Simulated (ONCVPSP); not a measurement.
Scattering properties, ONCV potential for Zn

ONCVPSP 4.0.1 input, shortened (lines: element, Z, core and valence counts, functional; n l f; lmax; l rc ep ncon nbas qcut; lloc lpopt rc5 dvloc0; l nproj debl; icmod fcfact rcfact), PBE, scalar-relativistic:

```
  Zn 30.00    3    5        4      upf
    1    0    2.00
    2    0    2.00
    2    1    6.00
    3    0    2.00
    3    1    6.00
    3    2   10.00
    4    0    1.50
    4    1    0.50
    2
    0    1.05    0.00    3    6   13.60
    1    1.40    0.00    3    7   10.20
    2    0.70    0.00    4    8   14.00
    4    3    0.60    0.00
    0    3    2.90
    1    2    1.20
    2    1    2.70
    3    4.00    1.60
```

The phase is arctan(r·R′/R) of the radial function R(r), unwrapped; energies in Ha, scanned from -6 to 5 Ha. A pole is an energy at which the radial function vanishes at the test radius. The pseudo phase is shifted by a multiple of π to meet the all-electron one at the reference energy, and phase errors are pseudo minus all-electron; the curves can meet again beyond the range given. Levels narrower than the energy grid can be missing from the lists of poles.

Problem. For each channel, where are the poles, and over which energies does the pseudopotential scatter like the atom?

Solution.

| channel | radius (bohr) | reference energy (Ha) | poles, all-electron | poles, pseudo | unbroken range about the reference energy with phases within 0.05 rad | phase error 1 Ha above the reference energy (rad) |
| --- | --- | --- | --- | --- | --- | --- |
| s | 1.07 | -0.25 | -3.50 | -3.50 | the whole range | +0.000 |
| p | 1.42 | -0.06 | -2.84 | -2.84 | the whole range | +0.001 |
| d | 0.71 | -0.42 | none | none | the whole range | +0.001 |

Phases in the d channel:

```
E (Ha)  all-electron  pseudo
 -5.96         0.684   0.693
 -5.68         0.637   0.646
 -5.40         0.585   0.595
 -5.12         0.528   0.538
 -4.84         0.464   0.474
 -4.56         0.394   0.404
 -4.28         0.317   0.327
 -4.00         0.233   0.242
 -3.72         0.141   0.150
 -3.44         0.044   0.052
 -3.16        -0.058  -0.051
 -2.88        -0.164  -0.157
 -2.60        -0.270  -0.265
 -2.32        -0.375  -0.371
 -2.04        -0.476  -0.474
 -1.76        -0.573  -0.571
 -1.48        -0.663  -0.662
 -1.20        -0.746  -0.746
 -0.92        -0.822  -0.822
 -0.64        -0.892  -0.891
 -0.36        -0.954  -0.954
 -0.08        -1.011  -1.011
  0.20        -1.063  -1.062
  0.48        -1.109  -1.109
  0.76        -1.152  -1.151
  1.04        -1.190  -1.189
  1.32        -1.225  -1.223
  1.60        -1.258  -1.255
  1.88        -1.287  -1.284
  2.16        -1.315  -1.311
  2.44        -1.340  -1.336
  2.72        -1.363  -1.359
  3.00        -1.385  -1.380
  3.28        -1.406  -1.400
  3.56        -1.425  -1.419
  3.84        -1.444  -1.436
  4.12        -1.461  -1.453
  4.40        -1.477  -1.468
  4.68        -1.493  -1.483
  4.96        -1.508  -1.497
```
